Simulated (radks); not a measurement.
Q: Cd+, configuration [Kr] 4d8 5s1 5p2 (not the ground configuration). All-electron calculation, Dirac Kohn-Sham, RPBE, spin-unpolarised, spherical densities, finite nucleus; open shells fill j = l - 1/2 first; Fermi nuclear charge, rms radius 4.6087 fm. Program: a radial shooting solver on a logarithmic mesh with Libxc functionals. Some entries of the table are withheld. Estimate them.

orbital,occ.,eigenvalue (eV),r(max) (bohr)
1s1/2,2,-26532.27,0.01967
2s1/2,2,-3957.845,0.1113
2p1/2,2,(1),(2)
2p3/2,4,(3),(4)
3s1/2,2,-756.3656,0.3240
3p1/2,2,-647.3684,0.3104
3p3/2,4,-612.9839,0.3204
3d3/2,4,-420.3710,0.2641
3d5/2,6,-413.3818,0.2670
4s1/2,2,-127.5890,0.7939
4p1/2,2,-92.3400,0.8258
4p3/2,4,-86.3659,0.8498
4d3/2,4,-31.7095,(5)
4d5/2,4,-30.9105,(6)
5s1/2,1,(7),2.086
5p1/2,2,-10.7771,2.471
5p3/2,0,-10.2697,2.554

A: 
(1) 2p1/2 eigenvalue (eV): -3685.654
(2) 2p1/2 r(max) (bohr): 0.08598
(3) 2p3/2 eigenvalue (eV): -3493.234
(4) 2p3/2 r(max) (bohr): 0.09032
(5) 4d3/2 r(max) (bohr): 0.9544
(6) 4d5/2 r(max) (bohr): 0.9637
(7) 5s1/2 eigenvalue (eV): -17.4926
